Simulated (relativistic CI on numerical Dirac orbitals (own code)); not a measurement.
Calculated at this level of theory: Dirac-Coulomb-Breit CI, orbitals from a KLI potential per configuration, QED by a radiative potential, unscaled Slater integrals (own radial code, finite nucleus).

CI space: 1s², 1s2s, 1s2p, 1s3s, 1s3p, 1s3d, 1s4s, 1s4p, 1s4d, 1s4f, 1s5s, 1s5p, 1s5d, 1s5f, 1s5g, 1s6s, 1s6p, 1s6d, 2s². Levels of other configurations are missing.

At this charge energies of transitions that change n are usually good to better than 1 %, and those within a shell (Δn = 0) to a few per cent.

Outline of the computed level scheme of Eu LXII. Lowest level of each configuration: 1s² ¹S0 at 0.0 eV; 1s2s ³S1 at 41721.9 eV; 1s2p ³P°1 at 41815.7 eV; 1s3s ³S1 at 49686.1 eV; 1s3p ³P°1 at 49711.5 eV; 1s3d ³D2 at 49948.5 eV; 1s4s ³S1 at 52430.0 eV; 1s4p ³P°1 at 52440.3 eV; 1s4d ³D2 at 52539.8 eV.

Some strong electric-dipole decays among the lowest 27 levels: 1s2p ¹P°1 → 1s² ¹S0 (1.2e+16 s⁻¹); 1s2p ³P°1 → 1s² ¹S0 (6.1e+15 s⁻¹); 1s3p ¹P°1 → 1s² ¹S0 (3.4e+15 s⁻¹); 1s3p ³P°1 → 1s² ¹S0 (1.5e+15 s⁻¹); 1s4p ¹P°1 → 1s² ¹S0 (1.4e+15 s⁻¹); 1s3d ³D3 → 1s2p ³P°2 (9.5e+14 s⁻¹); 1s3d ³D2 → 1s2p ³P°1 (8.6e+14 s⁻¹); 1s3d ¹D2 → 1s2p ¹P°1 (8.5e+14 s⁻¹).

LS names give the leading component of a level, which can be under half, so a name can repeat, a term be missing and a line seem to break the LS rules.
